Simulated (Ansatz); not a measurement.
Gas-phase electronic energies from Ansatz, PBE0-D4/def2-TZVP geometries. CCSD(T)/CBS is the MP2 limit (def2-TZVPP, def2-QZVPP) plus CCSD(T) − MP2 in def2-TZVPP, frozen cores. This one scheme is used for every species. Functionals use def2-TZVPP. One conformer a species, not always the lowest.

`[NH2][Al]([SH])[Cl]` + `O[SiH](Cl)CF` → `[NH2][Al]([SH])[CH2]F` + `O[SiH](Cl)Cl`  (redistribution)

| level | ΔE (kJ/mol) | difference from CCSD(T)/CBS |
| --- | --- | --- |
| PBE-D4 | 57.4 | -7.5 |
| r2SCAN-D4 | 64.1 | -0.8 |
| ωB97X-V | 64.3 | -0.6 |
| ωB97M-V | 62.3 | -2.6 |
| PBE | 56.9 | -8.0 |
| CCSD/def2-TZVPP | 67.6 | 2.7 |
| CCSD(T)/def2-TZVPP | 66.2 | 1.3 |
| HF/def2-QZVPP | 73.3 | 8.4 |
| SCS-MP2/def2-QZVPP | 65.7 | 0.8 |
| HF/CBS(def2) | 73.3 | 8.4 |
| CCSD(T)/CBS | 64.9 | 0 |

Largest T1 diagnostic among the species: 0.011.

From PBE to PBE0 (25 % exact exchange), in def2-TZVPP and without D4, ΔE moves by +4.7 kJ/mol. In def2-TZVPP, CCSD(T) changes the Hartree–Fock value by −7.5 kJ/mol (the triples alone add −1.4 kJ/mol) and MP2 by −7.9 kJ/mol.
